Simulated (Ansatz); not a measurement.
Gas-phase electronic energies from Ansatz, PBE0-D4/def2-TZVP geometries. CCSD(T)/CBS is the MP2 limit (def2-TZVPP, def2-QZVPP) plus CCSD(T) − MP2 in def2-TZVPP, frozen cores. DFT in def2-TZVPP. For Br outer-core shells are correlated without core-valence functions, which leaves a few kJ/mol of doubt a bond. Scalar relativity is left out up to krypton. One conformer a species, not always the lowest.

Consider the ligand exchange at the Si–O bond: `CO[SiH](Br)O[SiH3]` + `N[SiH](F)Br` → `F[SiH](Br)N[SiH3]` + `CO[SiH](O)Br`.

`CO[SiH](Br)O[SiH3]`:

```xyz
13

C    -0.001   -0.564   -2.465
O    -0.088    0.124   -1.235
Si    0.913   -0.052    0.026
Br    0.994   -2.203    0.600
O     0.341    0.821    1.250
Si   -0.859    0.905    2.374
H    -0.809   -0.208   -3.105
H    -0.112   -1.643   -2.319
H     0.953   -0.370   -2.965
H     2.291    0.369   -0.284
H    -2.066    0.187    1.894
H    -0.384    0.297    3.640
H    -1.173    2.337    2.590
```

`N[SiH](F)Br`:

Cartesian coordinates in Å:
```
N 0.933 -0.471 -0.273
Si -0.575 0.222 0.018
F -1.564 -0.680 0.883
Br -0.263 2.065 1.190
H 1.677 -0.450 0.404
H 1.062 -1.184 -0.972
H -1.271 0.498 -1.249
```

`F[SiH](Br)N[SiH3]`:

Z-matrix (Å, degrees):
```
Si
Br 1 2.208
N 1 1.695 2 109.4
F 1 1.591 2 105.6 3 -121.6
H 1 1.471 2 111.0 3 122.4
Si 3 1.737 1 127.8 2 147.9
H 3 1.011 1 115.8 2 -34.7
H 6 1.486 3 111.4 1 116.4
H 6 1.486 3 110.8 1 -123.0
H 6 1.483 3 106.5 1 -3.3
```

`CO[SiH](O)Br`:

Cartesian coordinates in Å:
```
C 1.358 -0.254 -0.903
O 0.670 0.140 0.265
Si -0.893 -0.129 0.607
O -1.291 0.662 1.965
Br -2.111 0.577 -1.122
H 1.391 -1.344 -0.994
H 0.885 0.162 -1.797
H 2.379 0.122 -0.833
H -1.206 -1.551 0.824
H -1.181 1.615 1.989
```

Question: Is it downhill or uphill in electronic energy at CCSD(T)/CBS, and by how much? (Estimate.)

Answer: The calculation gave: Uphill: ΔE = +12.0 kcal/mol.

Question: What do these levels give: PBE0-D4, ωB97M-V, PBE, r2SCAN, MP2/def2-QZVPP, HF/CBS(def2)? (Best estimate.)

Answer: Ansatz gave: PBE0-D4 11.0, ωB97M-V 11.8, PBE 10.0, r2SCAN 11.7, MP2/def2-QZVPP 12.0, HF/CBS(def2) 15.2 kcal/mol.

Largest T1 diagnostic among the species: 0.010.

From PBE to PBE0 (25 % exact exchange), in def2-TZVPP and without D4, ΔE moves by +0.7 kcal/mol. In def2-TZVPP, CCSD(T) changes the Hartree–Fock value by −3.1 kcal/mol (the triples alone add −0.5 kcal/mol) and MP2 by −3.1 kcal/mol.
